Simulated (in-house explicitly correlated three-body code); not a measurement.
Computed with an exponentially correlated three-body code. Model: two electrons around a point charge, non-relativistic, variational in 260 exponentially correlated functions (energies converged to about 1e-7 hartree, or 1e-8 relative for large Z).

For two electrons in a singlet the Kohn-Sham orbital is the square root of half the density, so the exact Kohn-Sham potential and energy parts follow from the density alone, and exchange is minus half the Hartree energy. The Kohn-Sham level equals minus the binding energy of the second electron.

Command:
```bash
python run_hyl.py task.json out
```
Settings (lengths in bohr, energies in hartree):
```
Z                      1.24
interaction_strength   1
functions              260
states_tried           13
```

Time taken, with all properties: 66 s on 1 thread of Arm Neoverse N1 (shared host).

**Those bound S and P states to n = 4 that converged, binding against the one-electron ion.**

Given: nuclear charge 1.24.

Computed: one-electron threshold -0.7688 hartree.

```
term  energy (hartree)  binding (eV)  quantum defect
1 1S      -0.914913402        3.9759         0.55603
2 3S      -0.783904256       0.41101         0.61915
2 1S      -0.780270322       0.31212         0.41544
2 3P      -0.776172667       0.20062        0.023559
2 1P      -0.776030468       0.19675       0.0042183
3 3S      -0.773853424       0.13751         0.61272
3 1S      -0.773084014       0.11657         0.40719
3 3P                 ?             ?               ?
3 1P      -0.772008154      0.087298        0.003815
4 3S                 ?             ?               ?
4 3P      -0.770624551      0.049649               -
4 1P      -0.770603243      0.049069        0.003599
```

**Question.** What belongs in the row 3 3P?

**Answer.** energy (hartree): -0.772057104; binding (eV): 0.08863; quantum defect: 0.026414.

**Question.** What belongs in the row 4 3S?

**Answer.** energy (hartree): -0.771307674; binding (eV): 0.068237; quantum defect: 0.61108.

**Converged states only, values per electron or pair.**

```json
{"term": "1 1S", "mean r (bohr)": "1.7985", "mean r squared (bohr²)": "4.7192", "mean inverse r (1/bohr)": "0.92807", "mean r12 (bohr)": "2.8421", "mean inverse r12 (1/bohr)": "0.47179", "mean cosine": "-0.096165", "mean p1 dot p2 (bohr⁻²)": "0.063163", "delta r1 (bohr⁻³)": "0.35169", "delta r12 (bohr⁻³)": "0.010749"}
{"term": "2 3S", "mean r (bohr)": "6.6443", "mean r squared (bohr²)": "89.428", "mean inverse r (1/bohr)": "0.67349", "mean r12 (bohr)": "12.17", "mean inverse r12 (1/bohr)": "0.10245", "mean cosine": "-0.012179", "mean p1 dot p2 (bohr⁻²)": "0.00092106", "delta r1 (bohr⁻³)": "0.30521", "delta r12 (bohr⁻³)": "-"}
{"term": "2 1S", "mean r (bohr)": "8.578", "mean r squared (bohr²)": "151.21", "mean inverse r (1/bohr)": "0.66121", "mean r12 (bohr)": "16.011", "mean inverse r12 (1/bohr)": "0.079268", "mean cosine": "-0.0076136", "mean p1 dot p2 (bohr⁻²)": "0.0013107", "delta r1 (bohr⁻³)": "0.30473", "delta r12 (bohr⁻³)": "0.00023383"}
{"term": "2 3P", "mean r (bohr)": "10.677", "mean r squared (bohr²)": "246.06", "mean inverse r (1/bohr)": "0.6512", "mean r12 (bohr)": "20.195", "mean inverse r12 (1/bohr)": "0.062641", "mean cosine": "-0.0058953", "mean p1 dot p2 (bohr⁻²)": "-0.00074806", "delta r1 (bohr⁻³)": "0.30321", "delta r12 (bohr⁻³)": "-"}
{"term": "2 1P", "mean r (bohr)": "10.972", "mean r squared (bohr²)": "259.03", "mean inverse r (1/bohr)": "0.6501", "mean r12 (bohr)": "20.782", "mean inverse r12 (1/bohr)": "0.060192", "mean cosine": "-0.0045061", "mean p1 dot p2 (bohr⁻²)": "0.00052182", "delta r1 (bohr⁻³)": "0.30341", "delta r12 (bohr⁻³)": "1.9652e-06"}
{"term": "3 3S", "mean r (bohr)": "18.461", "mean r squared (bohr²)": "732.54", "mean inverse r (1/bohr)": "0.6392", "mean r12 (bohr)": "35.742", "mean inverse r12 (1/bohr)": "0.037499", "mean cosine": "-0.0024538", "mean p1 dot p2 (bohr⁻²)": "0.00018264", "delta r1 (bohr⁻³)": "0.3038", "delta r12 (bohr⁻³)": "-"}
{"term": "3 1S", "mean r (bohr)": "21.691", "mean r squared (bohr²)": "1014.8", "mean inverse r (1/bohr)": "0.63633", "mean r12 (bohr)": "42.196", "mean inverse r12 (1/bohr)": "0.031936", "mean cosine": "-0.001817", "mean p1 dot p2 (bohr⁻²)": "0.00030207", "delta r1 (bohr⁻³)": "0.30376", "delta r12 (bohr⁻³)": "5.4306e-05"}
{"term": "3 3P", "mean r (bohr)": "?", "mean r squared (bohr²)": "?", "mean inverse r (1/bohr)": "?", "mean r12 (bohr)": "?", "mean inverse r12 (1/bohr)": "?", "mean cosine": "?", "mean p1 dot p2 (bohr⁻²)": "?", "delta r1 (bohr⁻³)": "?", "delta r12 (bohr⁻³)": "-"}
{"term": "3 1P", "mean r (bohr)": "26.579", "mean r squared (bohr²)": "1555.4", "mean inverse r (1/bohr)": "0.63335", "mean r12 (bohr)": "51.968", "mean inverse r12 (1/bohr)": "0.026701", "mean cosine": "-0.0013065", "mean p1 dot p2 (bohr⁻²)": "0.00017899", "delta r1 (bohr⁻³)": "0.30344", "delta r12 (bohr⁻³)": "6.7967e-07"}
{"term": "4 3S", "mean r (bohr)": "?", "mean r squared (bohr²)": "?", "mean inverse r (1/bohr)": "?", "mean r12 (bohr)": "?", "mean inverse r12 (1/bohr)": "?", "mean cosine": "?", "mean p1 dot p2 (bohr⁻²)": "?", "delta r1 (bohr⁻³)": "?", "delta r12 (bohr⁻³)": "-"}
{"term": "4 3P", "mean r (bohr)": "47.839", "mean r squared (bohr²)": "5067.1", "mean inverse r (1/bohr)": "0.62767", "mean r12 (bohr)": "94.479", "mean inverse r12 (1/bohr)": "0.015372", "mean cosine": "-0.0007259", "mean p1 dot p2 (bohr⁻²)": "-0.00011425", "delta r1 (bohr⁻³)": "0.30341", "delta r12 (bohr⁻³)": "-"}
{"term": "4 1P", "mean r (bohr)": "48.438", "mean r squared (bohr²)": "5191.1", "mean inverse r (1/bohr)": "0.62751", "mean r12 (bohr)": "95.677", "mean inverse r12 (1/bohr)": "0.01501", "mean cosine": "-0.00054475", "mean p1 dot p2 (bohr⁻²)": "7.8178e-05", "delta r1 (bohr⁻³)": "0.30345", "delta r12 (bohr⁻³)": "2.9122e-07"}
```

**Question.** What belongs in the row 3 3P?

**Answer.** mean r (bohr): 26.115; mean r squared (bohr²): 1503.5; mean inverse r (1/bohr): 0.63373; mean r12 (bohr): 51.041; mean inverse r12 (1/bohr): 0.027535; mean cosine: -0.0017568; mean p1 dot p2 (bohr⁻²): -0.00025387; delta r1 (bohr⁻³): 0.30336.

**Question.** What belongs in the row 4 3S?

**Answer.** mean r (bohr): 36.528; mean r squared (bohr²): 2916; mean inverse r (1/bohr): 0.62979; mean r12 (bohr): 71.861; mean inverse r12 (1/bohr): 0.019276; mean cosine: -0.00086722; mean p1 dot p2 (bohr⁻²): 6.4247e-05; delta r1 (bohr⁻³): 0.30357.

**Exact Kohn-Sham parts of the ground state from its density.**

Computed: total energy -0.914913402 hartree; Kohn-Sham kinetic 0.88368 hartree; exchange energy -0.54349 hartree; DFT correlation energy -0.040475 hartree; kinetic part of the DFT correlation energy 0.031231 hartree; potential part of the DFT correlation energy -0.071706 hartree; exact minus restricted Hartree-Fock -0.039981 hartree; restricted Hartree-Fock level -4.4451 eV; dipole polarisability 24.087 bohr³; C6 of two such species 94.676 hartree·bohr⁶.

**Question.** What is the Hartree energy?

**Answer.** 1.087 hartree.

**Question.** What is the Kohn-Sham level?

**Answer.** -3.9759 eV.

**Functionals on the exact density and self-consistent, errors are functional minus exact, hybrids only self-consistent, a dash where a self-consistent run leaves the top level unbound.**

```
       result  exchange error (millihartree)  correlation error (millihartree)  functional driven error (millihartree)  density driven error (millihartree)  self consistent total error (millihartree)  top level plus exact binding (eV)
       r2SCAN                        -7.3147                            7.1399                                -0.17481                             -0.15031                                    -0.32512                             3.6524
          PBE                              ?                                 ?                                       ?                                    ?                                           ?                                  ?
         RPBE                        -11.574                            4.7936                                 -6.7803                             -0.84264                                      -7.623                             3.8639
         PBE0                              -                                 -                                       -                                    -                                      3.4024                             2.7216
B3LYP VWN-RPA                              -                                 -                                       -                                    -                                     -11.233                             2.8338
        HSE06                              -                                 -                                       -                                    -                                       2.877                             3.1226
       PBEsol                              ?                                 ?                                       ?                                    ?                                           ?                                  ?
         BLYP                        -7.5331                            4.7555                                 -2.7776                             -0.93764                                     -3.7152                             3.8875
         AM05                         52.834                           -33.725                                   19.11                             -0.77022                                      18.339                             3.9502
         BP86                        -7.5331                           -1.2726                                 -8.8057                             -0.46775                                     -9.2734                             3.7528
         OLYP                        -6.9397                            4.7555                                 -2.1842                              -1.2737                                     -3.4578                               3.95
     LDA PW92                         70.901                            -45.05                                  25.851                              -1.0033                                      24.848                             3.8276
        M06-L                        -8.2916                            7.1366                                  -1.155                              -2.2673                                     -3.4223                             3.7331
      r2SCAN0                              -                                 -                                       -                                    -                                      1.6221                             2.5441
```

**Question.** What belongs in the row PBE?

**Answer.** exchange error (millihartree): -1.7275; correlation error (millihartree): 4.7936; functional driven error (millihartree): 3.0661; density driven error (millihartree): -0.63301; self consistent total error (millihartree): 2.4331; top level plus exact binding (eV): 3.8803.

**Question.** What belongs in the row PBEsol?

**Answer.** exchange error (millihartree): 24.142; correlation error (millihartree): -3.8173; functional driven error (millihartree): 20.325; density driven error (millihartree): -0.6639; self consistent total error (millihartree): 19.661; top level plus exact binding (eV): 3.9454.

The density-driven part is never positive, since each functional's own density lowers its energy. Here it is small beside the functional-driven part (median ratio 0.17), the normal case. The correlation energy of density-functional theory lies 0.49 millihartree below exact minus Hartree-Fock, because the Hartree-Fock density, unlike the exact one, minimises the Hartree-Fock energy.
